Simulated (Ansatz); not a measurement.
A run for Ansatz (an electronic-structure program): R-PBE0/def2-TZVPPD on H2Se (SMILES [SeH2]). Files ending in .json are basis or fitting sets from the Basis Set Exchange.

Ansatz 0.2 input:
```yaml
crystal:
  periodic: [false, false, false]
  atoms:
    - {symbol: Se, position_ang: [-0.09864504, -0.71972052, 3.79421384]}
    - {symbol: H, position_ang: [-0.30141770, 0.29103792, 4.84337638]}
    - {symbol: H, position_ang: [1.26047030, -0.22547291, 3.53184770]}
basis:
  gaussian:
    orbitals: def2-TZVPPD.json
hamiltonian:
  xc: {name: PBE0}
scf: {lower_state_search: off}
```

Program output:

```
Functional definition: PBE0
[...]
these checks for a lower state are left out or cut short: stability, starts, cluster_reference, orbital_swaps, neighbouring_geometries, increment
integrals: 0.02 GiB planned
571 factors; their error is unknown
mean field: 0.22 GiB planned
mean field evaluation 1: about -65373.8889 eV, gradient 8.4e0 eV
mean field evaluation 2: about -65374.0122 eV, gradient 4.5e0 eV
mean field evaluation 4: about -65374.0715 eV, gradient 1.2e-1 eV
mean field evaluation 8: about -65374.3645 eV, gradient 3.1e-1 eV
mean field evaluation 16: about -65374.3646 eV, gradient 2.6e-6 eV
mean field -65374.36459041 eV, -2402.4635863616 hartree, gradient 2.6e-6 eV, S^2 0.000000; 0 other end points of the search recorded, 0 dependent functions left out
reference -65374.36462178 eV, -2402.4635875146 hartree; 18, 18 occupied and 73, 73 virtual orbitals, 571 factors
Total energy: -65374.36462178 eV, -2402.4635875146 hartree
Checks for a lower state left out: stability, starts, cluster_reference, orbital_swaps, neighbouring_geometries, increment
```

Self-consistency was reached.

Cost: roughly 1.2 core-seconds.
